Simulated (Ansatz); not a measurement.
Input (CCSDTQ/def2-SVP; Ansatz, a first-principles code):

Ansatz 0.2 input:
```yaml
crystal:
  periodic: [false, false, false]
  atoms:
    - {symbol: Fe, position_ang: [0.00000000, 0.00000000, 0.00000000]}
basis:
  gaussian:
    orbitals: def2-SVP
magnetization: {spin_polarized: true, initial_magnetization: 4}
correlation: {method: ccsdtq, electrons: outside_noble_gas}
scf: {lower_state_search: full}
```

Output:

```
Functional definition: HF
integrals: 0.01 GiB planned
322 factors; integrals over basis functions are off by at most 3.3e-8 eV
mean field: 0.07 GiB planned
mean field evaluation 1: about -34347.5634 eV, gradient 9.5e0 eV
mean field evaluation 2: about -34347.5773 eV, gradient 9.6e0 eV
mean field evaluation 4: about -34347.8553 eV, gradient 8.0e-1 eV
mean field evaluation 8: about -34347.8605 eV, gradient 2.4e-3 eV
mean field evaluation 16: about -34347.8605 eV, gradient 1.7e-3 eV
mean field evaluation 32: about -34347.8605 eV, gradient 6.5e-5 eV
mean field evaluation 64: about -34347.8605 eV, gradient 1.4e-5 eV
mean field evaluation 96: about -34347.8605 eV, gradient 2.9e-7 eV
mean field evaluation 128: about -34347.8605 eV, gradient 4.4e-5 eV
mean field evaluation 160: about -34347.8605 eV, gradient 2.2e-5 eV
mean field evaluation 192: about -34344.9617 eV, gradient 9.6e-1 eV
mean field evaluation 224: about -34347.8605 eV, gradient 5.8e-2 eV
mean field evaluation 256: about -34347.8605 eV, gradient 5.5e-6 eV
mean field evaluation 288: about -34342.8481 eV, gradient 9.0e-3 eV
mean field evaluation 320: about -34345.3503 eV, gradient 3.2e0 eV
mean field evaluation 352: about -34344.7098 eV, gradient 1.3e1 eV
mean field evaluation 384: about -34347.8605 eV, gradient 9.2e-4 eV
mean field evaluation 416: about -34347.8605 eV, gradient 7.3e-4 eV
mean field evaluation 448: about -34345.3743 eV, gradient 4.5e-1 eV
mean field evaluation 480: about -34344.9531 eV, gradient 1.7e0 eV
mean field evaluation 512: about -34345.3682 eV, gradient 2.2e0 eV
mean field -34347.86053337 eV, -1262.2605927851 hartree, gradient 2.2e-10 eV, S^2 6.014756; 21 other end points of the search recorded, 0 dependent functions left out
determinant -34347.86053337 eV, -1262.2605927851 hartree, with singles and doubles -34351.13609307 eV, -1262.3809673839 hartree
determinant -34345.40253687 eV, -1262.1702630798 hartree, with singles and doubles -34349.16388133 eV, -1262.3084899395 hartree
determinant -34345.40253640 eV, -1262.1702630626 hartree, with singles and doubles -34349.16387017 eV, -1262.3084895293 hartree
determinant -34345.00877505 eV, -1262.1557925999 hartree, with singles and doubles -34348.92789976 eV, -1262.2998177765 hartree
9 core orbitals not correlated
reference -34347.86053337 eV, -1262.2605927851 hartree; 6, 2 occupied and 16, 20 virtual orbitals, 322 factors
second order -2.85953994 eV of doubles, -0.00000000 eV of singles
coupled cluster: 0.30 GiB planned
cycle   1  -3.10531405 eV  change   -2.5e-1 eV  update   6.7e-2
cycle   2  -3.33805968 eV  change   -2.3e-1 eV  update   3.5e-2
cycle   3  -3.34981106 eV  change   -1.2e-2 eV  update   1.1e-2
cycle   4  -3.35013891 eV  change   -3.3e-4 eV  update   4.3e-3
cycle   5  -3.35391185 eV  change   -3.8e-3 eV  update   2.6e-3
cycle   6  -3.35752573 eV  change   -3.6e-3 eV  update   1.7e-3
cycle   7  -3.35758388 eV  change   -5.8e-5 eV  update   9.3e-4
cycle   8  -3.35767984 eV  change   -9.6e-5 eV  update   4.8e-4
cycle   9  -3.35779802 eV  change   -1.2e-4 eV  update   2.7e-4
cycle  10  -3.35762586 eV  change    1.7e-4 eV  update   1.6e-4
cycle  11  -3.35759441 eV  change    3.1e-5 eV  update   1.1e-4
cycle  12  -3.35756730 eV  change    2.7e-5 eV  update   6.7e-5
cycle  13  -3.35755511 eV  change    1.2e-5 eV  update   4.3e-5
cycle  14  -3.35753181 eV  change    2.3e-5 eV  update   2.9e-5
cycle  15  -3.35751838 eV  change    1.3e-5 eV  update   8.0e-6
cycle  16  -3.35751925 eV  change   -8.6e-7 eV  update   2.6e-6
cycle  17  -3.35752003 eV  change   -7.8e-7 eV  update   1.9e-6
cycle  18  -3.35752041 eV  change   -3.8e-7 eV  update   1.2e-6
cycle  19  -3.35752049 eV  change   -8.2e-8 eV  update   6.9e-7
Total energy: -34351.21805385 eV, -1262.3839793873 hartree
```
